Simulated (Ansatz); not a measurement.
`C[SiH](C)[AlH2]` + `C=CCO` → `C=CC[O][AlH2]` + `C[SiH2]C`  (cleavage of the Al–Si bond)

Gas-phase electronic energies from Ansatz, PBE0-D4/def2-TZVP geometries. CCSD(T)/CBS is the MP2 limit (def2-TZVPP, def2-QZVPP) plus CCSD(T) − MP2 in def2-TZVPP, frozen cores. Functionals use def2-TZVPP. B3LYP here is the variant with VWN-RPA as its local correlation; programs differ in this. Each species was taken in one conformer, which may not be the lowest.

| level | ΔE (kJ/mol) | difference from CCSD(T)/CBS |
| --- | --- | --- |
| PBE-D4 | -126.7 | 20.5 |
| r2SCAN-D4 | -146.2 | 1.0 |
| PBE0-D4 | -130.3 | 16.9 |
| B3LYP-D4 | -150.9 | -3.7 |
| ωB97X-V | -146.5 | 0.7 |
| ωB97M-V | -152.8 | -5.6 |
| B2PLYP | -155.4 | -8.2 |
| PBE | -126.9 | 20.3 |
| r2SCAN | -146.2 | 1.0 |
| PBE0 | -130.6 | 16.6 |
| B3LYP | -151.2 | -4.0 |
| HF/def2-TZVPP | -162.3 | -15.1 |
| MP2/def2-TZVPP | -157.3 | -10.1 |
| SCS-MP2/def2-TZVPP | -158.6 | -11.4 |
| CCSD/def2-TZVPP | -149.4 | -2.2 |
| CCSD(T)/def2-TZVPP | -147.6 | -0.4 |
| HF/def2-QZVPP | -164.3 | -17.1 |
| MP2/def2-QZVPP | -157.8 | -10.6 |
| SCS-MP2/def2-QZVPP | -159.0 | -11.8 |
| HF/CBS(def2) | -164.6 | -17.4 |
| MP2/CBS(def2) | -156.9 | -9.7 |
| CCSD/CBS(def2) | -149.0 | -1.8 |
| CCSD(T)/CBS | -147.2 | 0 |

Largest T1 diagnostic among the species: 0.013.

In def2-TZVPP, CCSD(T) changes the Hartree–Fock value by +14.8 kJ/mol (the triples alone add +1.8 kJ/mol) and MP2 by +5.0 kJ/mol. From PBE to PBE0 (25 % exact exchange), in def2-TZVPP and without D4, ΔE moves by −3.7 kJ/mol.
